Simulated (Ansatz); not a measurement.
Cost and result for the atomization energy of `CB1C=C1` (9 atoms, 9 bonds).

| atom | x (Å) | y (Å) | z (Å) |
| --- | --- | --- | --- |
| C1 | -1.387 | -0.286 | 0.403 |
| B2 | 0.079 | 0.022 | 0.003 |
| C3 | 1.158 | 0.926 | -0.433 |
| C4 | 1.468 | -0.375 | -0.287 |
| H5 | -1.945 | -0.560 | -0.500 |
| H6 | -1.466 | -1.133 | 1.088 |
| H7 | -1.897 | 0.574 | 0.841 |
| H8 | 1.653 | 1.845 | -0.717 |
| H9 | 2.335 | -1.014 | -0.397 |

The species carries charge 0 and has multiplicity 1. Geometry: relaxed with PBE0-D4/def2-TZVP. Program: Ansatz. All runs use 2 threads of an Intel Xeon Platinum 8375C on a shared host. Times are those of one run each, without the atoms' runs, and a repeat can differ threefold. Electronic energies, without spin–orbit coupling; frozen cores. CCSD(T)/CBS adds CCSD(T) − MP2 in def2-TZVPP to the MP2 limit, and its time is that of the two runs behind it. T1 = 0.010. B3LYP takes the VWN-RPA correlation (the form of Gaussian; ORCA's B3LYP/G). HSE06 is the plane-wave form, built on full-range PBE exchange.

CCSD(T)/CBS is a level of theory with its own doubt, some kJ/mol a heavy atom from the limit and from the frozen cores, so smaller differences don't rank the functionals.

```tsv
level	functions	wall time	atomization (kcal/mol)	difference from CCSD(T)/CBS	per bond
LDA (SPW92)/def2-TZVPP	194	0.9 s	1028.9	130.8	14.5
revPBE-D4/def2-TZVPP	194	1.4 s	905.9	7.8	0.9
BLYP-D4/def2-TZVPP	194	1.6 s	901.8	3.7	0.4
CCSD(T)/def2-SVP	81	1.6 s	868.2	-29.9	-3.3
BHLYP-D4/def2-TZVPP	194	1.8 s	883.7	-14.4	-1.6
HSE06-D4/def2-TZVPP	194	2 s	916.4	18.3	2.0
B3LYP-D4/def2-TZVPP (with forces)	194	2.6 s	905.7	7.6	0.8
ωB97X-V/def2-TZVPP	194	5 s	904.5	6.4	0.7
B97M-V/def2-TZVPP	194	5.5 s	911.9	13.8	1.5
ωB97M-V/def2-TZVPP (with forces)	194	6.5 s	908.2	10.1	1.1
MP2/def2-QZVPP	378	12 s	908.8	10.7	1.2
CCSD(T)/def2-TZVPP	194	25 s	878.8	-19.3	-2.1
CCSD(T)/CBS(def2)	–	37 s	898.1	0.0	0.0
```

Leaving LDA and LC-ωPBE aside and taking each functional with its dispersion term where it has one, the values, not all of them listed here, spread over 44.6 kcal/mol, from BHLYP-D4 to PBE-D4. LDA lies +103.7 kcal/mol from PBE without D4, its usual overbinding. The D4 term adds +5.0 kcal/mol with B3LYP and +2.6 kcal/mol with PBE0; it sums over pairs of atoms, weighted by their polarisabilities, and B3LYP, whose exchange is more repulsive, gets the larger term. At CCSD(T), def2-SVP lies −29.9 kcal/mol from the extrapolated value and def2-TZVPP −19.3 kcal/mol: correlation converges slowly with the basis, and small sets miss more of it in the bonded molecule than in its fragments.
